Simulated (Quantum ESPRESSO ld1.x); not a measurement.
Values are calculated unless marked as measured or tabulated.
All-electron atom: Mg4+ in [He] 2s2 2p3 3d1 (not the ground configuration). Code: ld1.x of Quantum ESPRESSO 7.5. Model: Dirac Kohn-Sham, RPBE, spin-unpolarised, spherical densities, point nucleus; open shells fill j = l - 1/2 first.

Normalised radial functions P(r) = r R(r) (large component), r in bohr:

r,2p3/2,3d3/2
0.009458,0.0053,0.0000
0.01193,0.0083,0.0000
0.01516,0.0132,0.0000
0.01912,0.0205,0.0001
0.02412,0.0317,0.0001
0.03041,0.0485,0.0002
0.03835,0.0736,0.0004
0.04876,0.1120,0.0008
0.06149,0.1656,0.0016
0.07754,0.2405,0.0030
0.09779,0.3417,0.0056
0.1233,0.4728,0.0103
0.1568,0.6391,0.0190
0.1977,0.8217,0.0333
0.2493,1.0075,0.0570
0.3145,1.1675,0.0946
0.3998,1.2639,0.1536
0.5041,1.2506,0.2343
0.6358,1.1148,0.3394
0.8018,0.8757,0.4632
1.011,0.5903,0.5901
1.285,0.3229,0.6961
1.621,0.1426,0.7361
2.044,0.0473,0.6829
2.578,0.0109,0.5299
3.251,0.0016,0.3327
4.133,0.0001,0.1528
5.213,0.0000,0.0492
6.574,0.0000,0.0100

2p3/2: eigenvalue -148.00 eV, 0 radial nodes, <r> = 0.579 bohr, 90 % of the charge inside 0.954 bohr. 3d3/2: eigenvalue -34.382 eV, 0 radial nodes, <r> = 1.92 bohr, 90 % of the charge inside 2.98 bohr.
